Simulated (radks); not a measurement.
Question: The aluminium ion Al11+, [He]. Method: non-relativistic Kohn-Sham, exchange-only B88, spin-polarised, spherical densities, point nucleus; computed with a radial shooting solver on a logarithmic mesh with Libxc functionals. Every spin shell is full or empty, so the densities are truly spherical. Functionals are evaluated on that one density, not self-consistently. Rank these exchange functionals by their error against the exact value of the orbitals, and give that value: LDA, B88, PW91, OPTX, B86b, TPSS, r2SCAN, MS2, Tao-Mo, TASK.

Answer: Exact: -7.89296 hartree. From best to worst, with 100 (|E| - |E exact|)/|E exact| (equal figures are ties): TPSS +0.06, TASK +0.07, r2SCAN +0.07, MS2 +0.09, Tao-Mo +0.09, OPTX -0.52, B88 -0.75, B86b -1.01, PW91 -1.66, LDA -14.17.
